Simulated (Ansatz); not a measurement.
Reactions of CH$_{7}$ClO$_{2}$SiSn (`C[O][SnH]([Cl])[O][SiH3]`).

Gas-phase electronic energies from Ansatz, PBE0-D4/def2-TZVP geometries. CBS: MP2 limit from def2 TZ/QZ plus the TZ coupled-cluster correction, frozen cores. This one scheme is used for every species, atoms too. Functionals use def2-TZVPP. No spin–orbit coupling; open shells (•) take unrestricted orbitals. Spin–orbit coupling would lower the free atoms: a little for C, Cl, O, Si; strongly for Sn. def2 core potentials past Kr. Bonds to Sn, Zn are less sure, by a few kJ/mol each and by 10 to 20 or more in all where they break to atoms, as the def2 sets lack core-valence functions. Scalar relativity is left out up to krypton. Each species was taken in one conformer, which may not be the lowest.

```csv
reaction,MP2/CBS(def2) (kJ/mol),r2SCAN-D4 (kJ/mol)
`C[O][SnH]([Cl])[O][SiH3]` + `FBN[SiH3]` → `FBN([SiH3])[SiH3]` + `C[O][SnH]([OH])[Cl]`,60,59
`C[O][SnH]([Cl])[O][SiH3]` + `CO[SiH2]SC` → `CO[SiH2]S[SiH3]` + `C[O][SnH]([Cl])[O]C`,94,84
`C[O][SnH]([Cl])[O][SiH3]` → C• + Cl• + 7 H• + 2 O• + Si• + Sn•,4444,4349
`C[O][SnH]([Cl])[O][SiH3]` → `C[O][Sn][Cl]` + `O[SiH3]`,-6,-8
`C[O][SnH]([Cl])[O][SiH3]` + `FC[SiH2]S` → `FC([SiH3])[SiH2]S` + `C[O][SnH]([OH])[Cl]`,121,112
`C[O][SnH]([Cl])[O][SiH3]` + `C[O][Zn][OH]` → `C[O][SnH]([OH])[Cl]` + `C[O][Zn][O][SiH3]`,1,-2
`C[O][SnH]([Cl])[O][SiH3]` + `O[SiH2]S` → `[SiH3]O[SiH2]S` + `C[O][SnH]([OH])[Cl]`,4,2
`C[O][SnH]([Cl])[O][SiH3]` → `C[O][SnH]([OH])[Cl]` + `[SiH2]`,364,357
`C[O][SnH]([Cl])[O][SiH3]` + `NC(O)(F)F` → `NC(F)(F)O[SiH3]` + `C[O][SnH]([OH])[Cl]`,22,19
`C[O][SnH]([Cl])[O][SiH3]` + CH₃NH₂ → `C[NH][SnH]([Cl])[O]C` + `O[SiH3]`,43,47
```

**Question.** Give the CCSD(T)/CBS values in the same order. (An estimate is asked.)

**Answer.** The calculation gave: 61, 90, 4386, 1, 119, 0, 4, 343, 23, 45 kJ/mol.

Largest T1 diagnostic: 0.017, for `C[O][Zn][OH]`.
